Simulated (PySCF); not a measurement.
PySCF input file for Al(I)(OH)2 (AlH2IO2), SMILES [OH][Al]([OH])[I], PBE0-D3(BJ)/def2-SVP. Coordinates come from a PBE0-D3(BJ)/def2-SVP optimisation. The def2 effective core potentials stand for the cores of I; spin–orbit coupling is left out. Other conformers were not sampled.

```python
import numpy as np
from pyscf import gto, scf, dft, df
from pyscf.hessian import thermo

mol = gto.M(
    atom='''
    Al    0.00000000   -0.00000000    1.37985254
    I    -0.00000000    0.00000000   -1.09025237
    O    -0.00000000   -1.44369739    2.25550443
    H     0.00000001   -2.32429689    1.87861078
    O     0.00000000    1.44369739    2.25550443
    H    -0.00000000    2.32429689    1.87861079
    ''',
    basis='def2-SVP',
    ecp={'I': 'def2-svp'},
    charge=0,
    spin=0,
    max_memory=1600,
    verbose=3,
)
mf = dft.RKS(mol, xc='pbe0').density_fit(auxbasis='def2-universal-jkfit')
mf.disp = 'd3bj'
mf.grids.level = 3
mf.conv_tol = 1e-11
mf.max_cycle = 100
mf.kernel()

# [left out here: the lines that compute and print the analytic Hessian (its translational invariance restored by hand, since the grid's response is missing), thermochemistry and intensities]
```

It prints:

```
converged SCF energy = -691.499288866607

WARN: DFTD3 does not support analytical Hessian, using finite difference


WARN: Mole.unit (angstrom) is changed to Bohr

Mode                                 0                   1                   2
Irrep
Freq [cm^-1]                      145.7658            193.3359            236.5623
Reduced mass [au]                   5.0907              5.7122             12.2690
Force const [Dyne/A]                0.0637              0.1258              0.4045
Char temp [K]                     209.7245            278.1672            340.3605
Normal mode                   x     y     z       x     y     z       x     y     z
       0  Al                 0.00  0.09 -0.00    0.00  0.00 -0.01    0.16  0.00 -0.00
       1   I                 0.00 -0.02 -0.00   -0.00 -0.00  0.04   -0.01  0.00  0.00
       2   O                 0.00  0.01 -0.13   -0.00 -0.07 -0.13   -0.09  0.00 -0.00
       3   H                -0.00  0.07 -0.27    0.00 -0.02 -0.26   -0.14 -0.00  0.00
       4   O                -0.00  0.01  0.13   -0.00  0.07 -0.13   -0.09 -0.00  0.00
       5   H                 0.00  0.07  0.27    0.00  0.02 -0.26   -0.14 -0.00  0.00
Mode                                 3                   4                   5
Irrep
Freq [cm^-1]                      288.8010            342.4551            342.9129
Reduced mass [au]                   1.1607             10.5414              1.0817
Force const [Dyne/A]                0.0570              0.7284              0.0749
Char temp [K]                     415.5204            492.7167            493.3753
Normal mode                   x     y     z       x     y     z       x     y     z
       0  Al                 0.00  0.00 -0.00    0.00  0.00  0.14    0.01  0.00 -0.00
       1   I                -0.00 -0.00  0.00   -0.00 -0.00 -0.03   -0.00 -0.00  0.00
       2   O                -0.07 -0.00 -0.00   -0.00 -0.09  0.02   -0.05  0.00 -0.00
       3   H                 0.65  0.00  0.00    0.00 -0.01 -0.17    0.68  0.00  0.00
       4   O                 0.07 -0.00  0.00   -0.00  0.09  0.02   -0.05 -0.00  0.00
       5   H                -0.65  0.00  0.00    0.00  0.01 -0.17    0.68 -0.00  0.00
Mode                                 6                   7                   8
Irrep
Freq [cm^-1]                      529.6540            588.6454            812.4545
Reduced mass [au]                   1.2708              1.2567              8.2834
Force const [Dyne/A]                0.2100              0.2566              3.2215
Char temp [K]                     762.0542            846.9296           1168.9411
Normal mode                   x     y     z       x     y     z       x     y     z
       0  Al                 0.00  0.00  0.00   -0.00 -0.00  0.05   -0.00  0.00 -0.10
       1   I                -0.00  0.00 -0.00    0.00  0.00 -0.00   -0.00 -0.00  0.00
       2   O                -0.00 -0.02  0.08    0.00 -0.02 -0.07    0.00 -0.13  0.07
       3   H                 0.00  0.24 -0.57   -0.00 -0.27  0.57   -0.00 -0.15  0.11
       4   O                -0.00 -0.02 -0.08    0.00  0.02 -0.07   -0.00  0.13  0.07
       5   H                 0.00  0.24  0.57    0.00  0.27  0.57   -0.00  0.15  0.11
Mode                                 9                  10                  11
Irrep
Freq [cm^-1]                      982.1319           3994.7234           3995.4347
Reduced mass [au]                   8.4749              1.0680              1.0686
Force const [Dyne/A]                4.8164             10.0414             10.0509
Char temp [K]                    1413.0691           5747.5176           5748.5409
Normal mode                   x     y     z       x     y     z       x     y     z
       0  Al                 0.00 -0.14 -0.00   -0.00 -0.00  0.00    0.00 -0.00 -0.00
       1   I                -0.00  0.00 -0.00    0.00 -0.00  0.00   -0.00 -0.00 -0.00
       2   O                -0.00  0.10 -0.05   -0.00  0.04  0.02    0.00 -0.04 -0.02
       3   H                 0.00  0.14 -0.13    0.00 -0.63 -0.26   -0.00  0.63  0.26
       4   O                -0.00  0.10  0.05   -0.00  0.04 -0.02    0.00  0.04 -0.02
       5   H                 0.00  0.14  0.13    0.00 -0.63  0.26   -0.00 -0.63  0.26
temperature 298.1500 [K]
pressure 101325.00 [Pa]
Rotational constants [GHz] 6.51401 1.37054 1.13230
Symmetry number 2
Zero-point energy (ZPE) 0.02837 [Eh]   74484.744 [J/mol]
                           tot       elec      trans        rot        vib
Entropy [J/mol/K]       334.980      0.000    174.046    110.782     50.152
Cv [J/mol/K]             82.197      0.000     12.472     12.472     57.254
Cp [J/mol/K]             90.512      0.000     20.786     12.472     57.254
Internal energy [J/mol]                      3718.434   3718.434  83371.018
Internal energy [Eh]   -691.46470  -691.49929
Enthalpy [J/mol]                             6197.391   3718.434  83371.018
Enthalpy [Eh]          -691.46376
Gibbs free energy [J/mol]                  -45694.563 -29311.112  68418.091
Gibbs free energy [Eh] -691.50180
static polarisability / bohr^3: [[35.338 -0.     0.   ]
 [-0.    45.621  0.   ]
 [ 0.     0.    64.311]]
largest difference of analytic and finite-field dipole derivatives / e: 0.0012853228115381476
mode   freq/cm-1   IR/(km/mol)   Raman/(A^4/amu)   depolarisation
   1      145.77        20.757             3.372            0.750
   2      193.34         0.174             3.902            0.380
   3      236.56        36.030             0.868            0.750
   4      288.80         0.000             1.498            0.750
   5      342.46        16.649             5.866            0.112
   6      342.91       248.712             0.278            0.750
   7      529.65       122.021             0.000            0.750
   8      588.65       407.925             1.997            0.182
   9      812.45        98.425             9.204            0.080
  10      982.13       103.050             1.263            0.750
  11     3994.72       255.464             0.132            0.749
  12     3995.43         0.051           136.519            0.257
max |gradient| / (hartree/bohr): 5.867716845161864e-05
APT charges: [ 1.5781 -0.4663 -0.8885  0.3325 -0.8885  0.3325]
```

The run converged.
